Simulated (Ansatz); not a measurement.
This geometry of ClGeH₆OSbSi (11 atoms, charge 0, multiplicity 1) is a first-order saddle point.

Computed with RKS PBE-D4/def2-SVP (Ansatz).

```xyz
11
Properties=species:S:1:pos:R:3
O 0.644 0.689 2.493
Si 0.999 1.035 0.884
Sb 1.366 -1.134 -0.562
Ge -1.067 -0.834 -1.558
Cl -1.025 1.061 -2.672
H -0.146 0.140 2.639
H -0.052 1.888 0.218
H 2.295 1.789 0.927
H 0.712 -2.079 0.744
H -1.460 -1.927 -2.592
H -2.200 -0.686 -0.500
```

**Question.** Which two structures does it join? (They come from a converged band through this point; their orientation in space is the band's.)

**Answer.** No bond is made or broken. The dihedral H7–Si2–Sb3–Ge4 goes from -103 to 29°.

Image 0:

```xyz
11
Properties=species:S:1:pos:R:3
O -0.352 1.204 1.410
Si 1.130 1.206 0.622
Sb 1.573 -0.932 -0.848
Ge -1.048 -1.291 -0.923
Cl -1.997 0.701 -1.261
H -1.103 1.275 0.779
H 1.301 2.390 -0.297
H 2.184 1.236 1.690
H 1.615 -1.899 0.593
H -1.546 -2.131 -2.133
H -1.691 -1.815 0.388
```

Image 6:

```xyz
11
Properties=species:S:1:pos:R:3
O 1.780 0.776 2.243
Si 0.854 0.914 0.839
Sb 1.154 -1.235 -0.639
Ge -1.260 -0.717 -1.587
Cl -1.184 1.418 -2.133
H 1.508 0.060 2.844
H -0.606 1.133 1.151
H 1.419 2.092 0.109
H 0.442 -2.175 0.643
H -1.629 -1.468 -2.897
H -2.413 -0.854 -0.552
```

**Question.** How far does it lie above each of them?

**Answer.** 24.7 kJ/mol above the first and 4.8 kJ/mol above the second. This is the barrier of this one path; another mechanism may lie lower.

The run took 6.7 min on 2 threads of Arm Neoverse V1 (shared host), peak memory 0.23 GiB.
